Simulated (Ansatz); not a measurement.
Program: Ansatz 0.2.0.

A structure relaxed at PBE0-D4/def2-TZVP, charge 0, multiplicity 1:

```tsv
atom	x (Å)	y (Å)	z (Å)
C1	0.474	-2.187	1.095
B2	0.154	-0.821	0.396
O3	0.618	-0.592	-0.868
Si4	0.839	0.606	-1.967
O5	-0.560	0.125	1.074
Si6	-1.324	1.563	0.872
H7	-0.295	-2.473	1.814
H8	1.410	-2.087	1.656
H9	0.621	-2.994	0.375
H10	-0.299	0.634	-2.918
H11	2.097	0.320	-2.699
H12	0.953	1.927	-1.292
H13	-0.423	2.673	1.269
H14	-2.528	1.561	1.737
H15	-1.738	1.744	-0.545
```

Question: Give its formula and SMILES.

Answer: CH9BO2Si2, `CB(O[SiH3])O[SiH3]`.

Question: Point group (tolerance 0.08 Å, 0.16 Å for H)?

Answer: C1.

Question: Summarise the bond lengths by kind.

Answer: 1 × B–C 1.567 Å; 3 × C–H 1.091 to 1.097 Å; 2 × B–O 1.365 to 1.366 Å; 2 × O–Si 1.641 Å; 6 × H–Si 1.482 to 1.488 Å.
